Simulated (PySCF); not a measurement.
Job file and geometry (Å, from PBE0-D3(BJ)/def2-SVP) of an NMR shielding run on `CP(CP)CCC#N`, C$_{5}$H$_{11}$NP$_{2}$, GIAO PBE0/pcSseg-1 NMR shielding, non-relativistic, gas phase in PySCF; density fitting, a coarse starting grid and PySCF grid level 2 are the driver's defaults:

```
$ OMP_NUM_THREADS=1 python probes_run.py task.json out

{"job": {"kind": "nmr", "xc": "PBE0", "basis": "pcSseg-1"}, "charge": 0, "multiplicity": 1}
C     -0.031347    -2.154626     0.316828
P     -0.177830    -0.642402    -0.737100
C     -1.827866    -0.025399    -0.145380
P     -2.259602     1.604154    -0.952408
C      0.909457     0.522651     0.223763
C      2.392751     0.297968    -0.075563
C      3.258972     1.201817     0.672157
N      3.931635     1.921528     1.279384
H     -0.756691    -2.906940    -0.028136
H      0.971806    -2.593903     0.203940
H     -0.213752    -1.945082     1.383456
H     -1.812403     0.128111     0.947855
H     -2.577065    -0.800719    -0.367739
H     -3.615703     1.670233    -0.507834
H     -2.606208     1.080024    -2.234440
H      0.715575     0.427136     1.305881
H      0.623530     1.546503    -0.067585
H      2.591566     0.432329    -1.151612
H      2.695619    -0.733662     0.169756
```

Q: Write the output of this run.

A: 
```
coarse grid: 16560 points
cycle   1  E = -933.8511360463  dE =  6.056e-01  |g| = 5.032e-01  |ddm| = 3.967e+00
cycle   2  E = -933.7098905725  dE =  1.412e-01  |g| = 9.515e-01  |ddm| = 1.189e+00
cycle   3  E = -933.9090618053  dE = -1.992e-01  |g| = 1.678e-01  |ddm| = 7.907e-01
cycle   4  E = -933.9151388739  dE = -6.077e-03  |g| = 4.620e-02  |ddm| = 1.442e-01
cycle   5  E = -933.9156343127  dE = -4.954e-04  |g| = 1.054e-02  |ddm| = 5.673e-02
cycle   6  E = -933.9156646650  dE = -3.035e-05  |g| = 2.822e-03  |ddm| = 1.621e-02
cycle   7  E = -933.9156662568  dE = -1.592e-06  |g| = 1.096e-03  |ddm| = 3.351e-03
final grid: 149976 points
cycle   8  E = -933.9644767356  dE = -3.572e-05  |g| = 8.561e-03  |ddm| = 3.884e-02
cycle   9  E = -933.9644691912  dE =  7.544e-06  |g| = 1.023e-02  |ddm| = 1.587e-02
cycle  10  E = -933.9644954329  dE = -2.624e-05  |g| = 5.952e-04  |ddm| = 8.956e-03
cycle  11  E = -933.9644955263  dE = -9.338e-08  |g| = 1.581e-04  |ddm| = 9.274e-04
cycle  12  E = -933.9644955296  dE = -3.266e-09  |g| = 1.172e-04  |ddm| = 1.985e-04
cycle  13  E = -933.9644955323  dE = -2.743e-09  |g| = 3.827e-05  |ddm| = 1.051e-04
cycle  14  E = -933.9644955326  dE = -3.020e-10  |g| = 9.287e-06  |ddm| = 3.367e-05
converged SCF energy = -933.9644955326

GIAO shielding tensors (ppm)
atom      isotropic    diamagn.    paramagn.     s11        s22        s33       span
  0 C      167.523     254.064     -86.541    152.876    162.108    187.584     34.708
  1 P      365.637     967.963    -602.326    338.089    361.494    397.329     59.240
  2 C      166.434     258.876     -92.442    152.238    162.158    184.905     32.668
  3 P      488.077     965.135    -477.057    424.914    483.186    556.131    131.216
  4 C      152.895     256.642    -103.747    132.630    154.611    171.445     38.815
  5 C      169.421     246.415     -76.994    153.558    170.076    184.629     31.071
  6 C       60.162     257.219    -197.058    -60.223    -53.346    294.053    354.276
  7 N      -37.727     338.181    -375.908   -207.770   -204.993    299.582    507.353
  8 H       30.138      30.566      -0.428     25.592     27.186     37.635     12.043
  9 H       30.102      30.848      -0.746     25.073     28.203     37.030     11.957
 10 H       30.521      32.199      -1.677     27.035     28.191     36.338      9.303
 11 H       30.380      34.172      -3.792     25.887     29.894     35.359      9.472
 12 H       29.315      32.842      -3.527     22.349     29.647     35.948     13.598
 13 H       27.857      27.975      -0.117     22.678     25.431     35.463     12.785
 14 H       28.164      28.555      -0.390     23.211     26.378     34.905     11.694
 15 H       30.203      34.769      -4.566     26.153     30.672     33.783      7.630
 16 H       29.112      33.191      -4.079     23.053     30.829     33.454     10.401
 17 H       29.231      27.156       2.075     23.770     29.252     34.671     10.902
 18 H       29.418      28.232       1.186     23.244     30.980     34.031     10.787
```

Size and cost of the density-fitted run: 205 basis functions, 40 s wall time on 1 thread of an Arm Neoverse V2, shared host; peak memory 0.89 GiB.
